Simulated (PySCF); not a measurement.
# One molecule, several mistakes: BFH4NSi anion

Calculated results; nothing here was measured. They come from PySCF 2.14.0, an open-source quantum chemistry program, on an isolated molecule that a program drew, which may never have been made. The molecule is BFH4NSi anion (charge -1, singlet), drawn as the SMILES string `FBN[SiH2-]`.

Each row is a Hartree-Fock (HF) and frozen-core CCSD(T) single point in the aug-cc-pV(D+d)Z basis, meant for a local HF minimum. Run 1 is clean. Each other run has one planted mistake out of seven kinds, and not every kind appears here: one electron removed, one electron added, multiplicity raised by two, geometry at a saddle point, minimal basis STO-3G, one bond length entered in bohr, all coordinates scaled. The reference is restricted for singlets and unrestricted otherwise, and also for a bond in bohr. Adding or removing an electron swaps singlet and doublet. Electrons count all cores. HOMO and LUMO are orbital energies over both spins, the gradient is its largest component, and the lowest frequency (negative if imaginary) is given only where the gradient is small. Bond lengths are over the 7 bonds as drawn. T1 is the CCSD diagnostic: over 0.02 (restricted) or 0.045 (unrestricted) a single reference is doubtful.

Geometry of the clean run:
```xyz
8
BFH4NSi anion, angstrom
F    -2.0153   -2.2485   -1.8207
B    -1.7767   -1.1900   -0.9631
N    -0.5179   -0.9653   -0.4621
Si    0.1428    0.3479    0.6982
H    -2.7442   -0.5225   -0.7174
H     0.1774   -1.6171   -0.7678
H    -0.9264    0.2582    1.7960
H    -0.4584    1.5887    0.0237
```

```
run,electrons,basis functions,<S^2>,HOMO (eV),LUMO (eV),gradient (hartree/bohr),lowest frequency (cm^-1),mean bond (Å),longest bond (Å),T1,HF (hartree),CCSD(T) (hartree),mistake
1,40,137,0.000,-2.29,3.76,8.0e-06,106,1.4144,1.873,0.0152,-469.95764,-470.60255,no fault
2,39,137,0.754,-11.09,-0.34,8.4e-02,-,1.4144,1.873,0.0153,-469.91588,-470.52376,one electron removed
3,40,137,0.000,-2.53,3.81,2.5e-02,-,1.4667,1.942,0.0162,-469.94864,-470.60087,all coordinates scaled
4,40,137,2.003,0.69,3.22,7.4e-02,-,1.4144,1.873,0.0674,-469.88878,-470.50428,multiplicity raised by two
5,40,28,0.000,2.24,15.54,4.6e-02,-,1.4144,1.873,0.0166,-464.00516,-464.19190,minimal basis STO-3G
6,40,137,0.613,-1.84,3.66,1.2e-02,-,1.6095,2.901,0.0570,-469.87541,-470.52058,?
```

**Which mistake was planted in run 6, and what did it cost?**

The mean bond changes by a factor of 1.138 and the longest by 1.549, so the molecule wasn't scaled as a whole. A length L in bohr read as angstrom grows by (1/0.5292 - 1) L = 0.890 L. The 7 bonds together grew by 7 x 0.1951 = 1.366 Å, which gives L = 1.535 Å. That is the length of one of the H-Si bonds, 1.535 Å in the clean geometry. So the mistake is: one bond length entered in bohr. Subtracting run 1 and multiplying by 627.51 kcal/mol a hartree, the energy moved by 51.6 kcal/mol in HF and 51.4 kcal/mol in CCSD(T).

Cautions from the logs. Run 4: T1 is over the limit, so its CCSD(T) energy is less reliable and the HOMO is above zero, so the electron isn't bound and the energy depends on the basis; run 5: the HOMO is above zero, so the electron isn't bound and the energy depends on the basis; run 6: T1 is over the limit, so its CCSD(T) energy is less reliable.
